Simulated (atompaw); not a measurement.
## Which change was made? (Sc, PAW (atompaw))

- Element: Sc (Z = 21)
- Generator: atompaw 4.2.0.5
- Type: PAW
- Functional: PBE
- Relativity: scalar-relativistic
- Frozen core: [Ne]
- Valence charge: 11
- Reference configuration: 3s2 3p6 3d1 4s1 4p0 (charge +1)
- Partial waves: 3s (bound): rc 1.40 bohr; 4s (bound): rc 1.95 bohr; 3p (bound): rc 1.80 bohr; 4p (bound, empty): rc 3.00 bohr; 3d (bound): rc 3.00 bohr; 3d channel at 3.95 Ry: rc 3.00 bohr
- Local potential: troulliermartins scheme with l = 3 at 0.5 Ry, radius 2.40 bohr
- Core correction: smooth core density matched at 1.60 bohr
- Augmentation charge: gaussian compensation charge, radius 2.55 bohr; PAW radius 3.00 bohr; waves and projectors: modrrkj vanderbiltortho

Cutoffs, loose and tight: the cutoffs (Ry, on a coarse ladder) from which the occupation-weighted sum of valence levels, in a spherical-Bessel basis at the reference potential, stays within 10 and 1 mRy of its value at 400 Ry. They see the waves, projectors and local potential, not the compensation charge or the core.

The base gives: outcome: generated; cutoff, loose: 21 Ry; cutoff, tight: 40 Ry; bound ghosts: none.

(1) After one change the result is: outcome: generated; cutoff, loose: 25 Ry; cutoff, tight: 40 Ry; bound ghosts: none. Which change was it?
A. all radii scaled by about 0.83 (s 1.16, p 1.50, d 2.50 bohr); local potential troulliermartins scheme with l = 3 at 0.5 Ry, radius 2.00 bohr; augmentation gaussian compensation charge, radius 2.12 bohr; PAW radius 2.50 bohr; waves and projectors: modrrkj vanderbiltortho; core correction smooth core density matched at 1.34 bohr
B. local potential bessel scheme, radius 2.40 bohr
C. core [Ar], valence charge 3; reference 3d1 4s2 4p0; waves now 4s (bound): rc 3.00 bohr; 4s channel at 4.2 Ry: rc 2.95 bohr; 4p (bound): rc 3.00 bohr; 4p channel at 2.45 Ry: rc 3.00 bohr; 3d (bound): rc 3.00 bohr; 3d channel at 1.85 Ry: rc 1.80 bohr; local potential troulliermartins scheme with l = 3 at 0.5 Ry, radius 2.95 bohr; core correction smooth core density matched at 2.55 bohr; augmentation gaussian compensation charge, radius 2.70 bohr; PAW radius 3.00 bohr; waves and projectors: modrrkj vanderbiltortho

Answers

(1) B. The others give: core [Ar], valence charge 3; reference 3d1 4s2 4p0; waves now 4s (bound): rc 3.00 bohr; 4s channel at 4.2 Ry: rc 2.95 bohr; 4p (bound): rc 3.00 bohr; 4p channel at 2.45 Ry: rc 3.00 bohr; 3d (bound): rc 3.00 bohr; 3d channel at 1.85 Ry: rc 1.80 bohr; local potential troulliermartins scheme with l = 3 at 0.5 Ry, radius 2.95 bohr; core correction smooth core density matched at 2.55 bohr; augmentation gaussian compensation charge, radius 2.70 bohr; PAW radius 3.00 bohr; waves and projectors: modrrkj vanderbiltortho → outcome: generated; cutoff, loose: 8 Ry; cutoff, tight: 10 Ry; bound ghosts: s | all radii scaled by about 0.83 (s 1.16, p 1.50, d 2.50 bohr); local potential troulliermartins scheme with l = 3 at 0.5 Ry, radius 2.00 bohr; augmentation gaussian compensation charge, radius 2.12 bohr; PAW radius 2.50 bohr; waves and projectors: modrrkj vanderbiltortho; core correction smooth core density matched at 1.34 bohr → outcome: generated; cutoff, loose: 35 Ry; cutoff, tight: 60 Ry; bound ghosts: d, p.
